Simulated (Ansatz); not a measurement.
`CB(O)CN`, relaxed with RKS PBE-D4/def2-SVP in the Gaussian-basis code of Ansatz from a rough embedded geometry. The force threshold is 0.03 eV/Å; the program also tests the step.

The species carries charge 0 and has multiplicity 1.

Start:

```xyz
13

C    -1.185   -0.989    0.633
B    -0.225   -0.545   -0.497
O     0.056   -1.493   -1.536
C     0.451    0.924   -0.612
N     1.251    1.188    0.560
H    -0.652   -0.872    1.668
H    -2.051   -0.281    0.685
H    -1.506   -1.991    0.532
H     0.914   -2.014   -1.211
H     0.983    0.999   -1.501
H    -0.444    1.652   -0.583
H     1.776    2.064    0.404
H     0.632    1.357    1.459
```

Question: How much energy does the relaxation release, and in how many steps? (An estimate is asked.)

Answer: Computed: 129.12 kJ/mol, in 29 steps, 2 of them rejected.

Question: Which bonds change most? (An estimate is asked.)

Answer: Ansatz gave: C4–H10 from 1.039 to 1.119 Å; O3–H9 from 1.056 to 0.976 Å; N5–H13 from 1.104 to 1.029 Å; B2–O3 from 1.434 to 1.372 Å.

Question: Give the relaxed structure. (Best estimate.)

Answer: The calculation gave: 
```xyz
13

C    -0.958   -1.080    0.884
B    -0.220   -0.631   -0.431
O    -0.425   -1.371   -1.569
C     0.749    0.637   -0.478
N     0.759    1.433    0.749
H    -0.297   -0.960    1.766
H    -1.819   -0.398    1.065
H    -1.358   -2.112    0.836
H     0.043   -1.002   -2.341
H     1.772    0.208   -0.626
H     0.555    1.211   -1.431
H     1.378    2.247    0.652
H    -0.178    1.819    0.924
```
